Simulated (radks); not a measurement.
All-electron atom: the gallium ion Ga4+ in [Ar] 3d9 (the NIST ground configuration). Calculated with a radial shooting solver on a logarithmic mesh with Libxc functionals: scalar-relativistic Kohn-Sham, PBE, spin-polarised, spherical densities, finite nucleus; open shells are filled with parallel spins first; Fermi nuclear charge, rms radius 3.9973 fm.

Normalised radial functions P(r) = r R(r), r in bohr:

r	3s up	3d down
0.004173	0.1613	0.0000
0.005305	0.1963	0.0001
0.00669	0.2350	0.0001
0.008505	0.2793	0.0002
0.01073	0.3244	0.0005
0.01363	0.3699	0.0009
0.0172	0.4070	0.0017
0.02186	0.4294	0.0033
0.02757	0.4242	0.0063
0.03505	0.3763	0.0119
0.0442	0.2749	0.0218
0.05618	0.1036	0.0399
0.07085	-0.1222	0.0697
0.09007	-0.3896	0.1203
0.1136	-0.6226	0.1965
0.1444	-0.7470	0.3119
0.1821	-0.6631	0.4624
0.2315	-0.3134	0.6523
0.2943	0.2549	0.8544
0.3712	0.8514	1.0248
0.4718	1.2895	1.1291
0.595	1.3832	1.1256
0.7564	1.1481	1.0104
0.954	0.7582	0.8191
1.213	0.3815	0.5842
1.529	0.1478	0.3667
1.944	0.0389	0.1889
2.452	0.0070	0.0787

3s up: eigenvalue -206.70 eV, 2 radial nodes at r = 0.0629, 0.266 bohr, <r> = 0.647 bohr, 90 % of the charge inside 0.966 bohr. 3d down: eigenvalue -75.041 eV, 0 radial nodes, <r> = 0.746 bohr, 90 % of the charge inside 1.25 bohr.
